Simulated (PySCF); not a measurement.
# Spinor energies of K¹⁷⁺ (potassium, charge +17)

Start: 1s2. Calculated with PySCF 2.14 in an uncontracted even-tempered set (15 s from 15 bohr⁻², ratio 2.4; 9 p from 20 bohr⁻², ratio 2.4; 3 d from 63 bohr⁻², ratio 2.6; 3 f from 94 bohr⁻², ratio 2.6): generalised Hartree-Fock with the X2C-1e Hamiltonian and a Gaussian nucleus; one run each with spin-orbit coupling (SO) switched off, then screened by Boettger's factors.

```tsv
spinor shell	electrons	ε, spin-free (eV)	ε, screened SO (eV)	weight of nominal j (screened SO)	rms radius, screened SO (bohr)
1s1/2	2	-4613.5	-4613.5	1.000	0.0924
```

| quantity | spin-free | screened SO |
| --- | --- | --- |
| E (hartree) | -350.86018 | -350.86018 |
| M_J | 0 | 0 |
| ⟨J²⟩ | 0.000 | 0.000 |
| ⟨L²⟩ | 0.000 | 0.000 |
| ⟨S²⟩ | 0.000 | 0.000 |

Without spin-orbit coupling the j labels of p, d and f shells carry no meaning; the spin-free column gives the mean over the occupied spinors of each nl shell.
